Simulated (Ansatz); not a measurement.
Ansatz results at the PBE0-D4/def2-TZVP geometry: HOMO–LUMO gap (ωB97M-V/def2-TZVPP) 10.90 eV; LUMO energy (B3LYP/def2-TZVPP) -0.61 eV; HOMO energy (PBE0/def2-TZVPP) -7.21 eV.

Each molecule was computed in one conformer, which needn't be the lowest.

Task: Which molecule gave them?
A. `CC[SiH2]PO`
B. `CBC#CCC`
C. `CBCC#CC`
D. `O[SiH2]PS`

Result: C. The others give `CC[SiH2]PO`: 10.17, -0.79, -6.81; `CBC#CCC`: 9.99, -1.68, -7.29; `O[SiH2]PS`: 10.21, -1.09, -7.14.

B3LYP here is the variant with VWN-RPA as its local correlation; programs differ in this.
